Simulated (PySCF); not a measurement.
## How methods differ on the fine-structure interval of Re(58+)

Re(58+) [Ne] 3s2 3p5 [3p1/2^2 3p3/2^3, M_J = 3/2] → Re(58+) [Ne] 3s2 3p5 [3p1/2^1 3p3/2^4, M_J = 1/2], as a difference of total energies. Calculation: PySCF 2.14, in an even-tempered Gaussian basis (18 s from 18 bohr⁻², ratio 2.4; 14 p from 23 bohr⁻², ratio 2.4; 4 d from 82 bohr⁻², ratio 2.6; 4 f from 120 bohr⁻², ratio 2.6); the two-component X2C-1e Hamiltonian. Correlated levels: 1s2 frozen; the 48 highest virtual spinors dropped. "Screened" scales the spin-orbit matrix elements by Boettger's factors to mimic the two-electron term; Breit and QED terms are absent.

| method | fine-structure interval (cm⁻¹) |
| --- | --- |
| GHF (screened spin-orbit) | 3036400 |
| GMP2 (screened spin-orbit) | 3037100 |
| GHF (bare spin-orbit) | 3129100 |
